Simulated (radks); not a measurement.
Effect of the nuclear size on the tungsten ion W2+, [Xe] 4f14 5d4. Calculated with a radial shooting solver on a logarithmic mesh with Libxc functionals: Dirac Kohn-Sham, BLYP, spin-unpolarised, spherical densities, finite nucleus; open shells are shared between the two j in proportion to 2j + 1; Fermi nuclear charge, rms radius 5.3658 fm. The rms radius is varied about that value; shifts are against it.

rms radius (fm)	total energy shift (eV)	density at nucleus (e/bohr^3)	1s1/2 shift (meV)	2s1/2 shift (meV)	5s1/2 shift (meV)	5d5/2 shift (meV)	6s1/2 (empty) shift (meV)
4.5609	-16.5	1.508e+06	-6700	-944	-9.07	0.101	-1.21
4.9473	-8.81	1.466e+06	-3570	-503	-4.84	0.054	-0.646
5.3658	0	1.425e+06	0.000	0.000	0.000	0.000	0.000
5.8595	11.0	1.382e+06	4450	628	6.03	-0.067	0.805
5.9882	14.0	1.371e+06	5660	797	7.66	-0.085	1.02

Slopes of the eigenvalues against <r^2> in GHz/fm^2, as finite differences over the two radii next to the reference (eigenvalue slopes, not the field-shift constants of lines): 1s1/2 197000, 2s1/2 27700, 5s1/2 267, 5d5/2 -2.96, 6s1/2 (empty) 35.6.
